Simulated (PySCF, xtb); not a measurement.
MoO2F2, SMILES [O]=[Mo]([F])([F])=[O], multiplicity 1.

xtb with GFN2-xTB at its own geometry gives an orbital gap of 3.87 eV and a dipole moment of 3.68 D.

Geometry optimised at B3LYP-D3(BJ)/def2-SVP. The spin state was assumed, not searched. The def2 effective core potentials stand for the cores of Mo; spin–orbit coupling is left out.

### Question
What does PBE0/def2-TZVPD run with PySCF give? (Estimate from the structure and the level; the computed values follow.)

### Answer
gap 6.69 eV (levels -10.11 and -3.42 eV), dipole 0.92 D.
